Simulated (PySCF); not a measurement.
## Radial density of Fe (iron, neutral)

B97-3, [Ar] 3d6 4s1 4p1, one real determinant (an excited configuration). Calculation: PySCF 2.14, in x2c-QZVPPall (11s7p5d4f2g, 103 functions); scalar relativity by spin-free X2C-1e.

| r (bohr) | 4πr²ρ (e/bohr) | 4πr²(ρα − ρβ) |
| --- | --- | --- |
| 0.000818 | 0.1405 | 0.0000 |
| 0.00138 | 0.3624 | 0.0001 |
| 0.00231 | 0.9171 | 0.0003 |
| 0.00389 | 2.254 | 0.0008 |
| 0.00655 | 5.267 | 0.0018 |
| 0.0110 | 11.27 | 0.0038 |
| 0.0185 | 20.79 | 0.0067 |
| 0.0311 | 29.91 | 0.0083 |
| 0.0524 | 29.81 | 0.0056 |
| 0.0881 | 24.28 | 0.0177 |
| 0.148 | 32.20 | 0.1388 |
| 0.249 | 29.44 | 0.6763 |
| 0.419 | 13.04 | 2.3451 |
| 0.705 | 16.77 | 3.7576 |
| 1.19 | 7.713 | 2.3000 |
| 2.00 | 1.663 | 1.0963 |
| 3.36 | 0.6486 | 0.6059 |
| 5.65 | 0.1283 | 0.1278 |
| 9.50 | 0.004516 | 0.0045 |

Densities and radii are taken from the X2C orbitals without a picture-change correction, which distorts them close to the nucleus.

⟨L²⟩ = 8.03 against 12 for a pure F term, so this real determinant mixes terms.
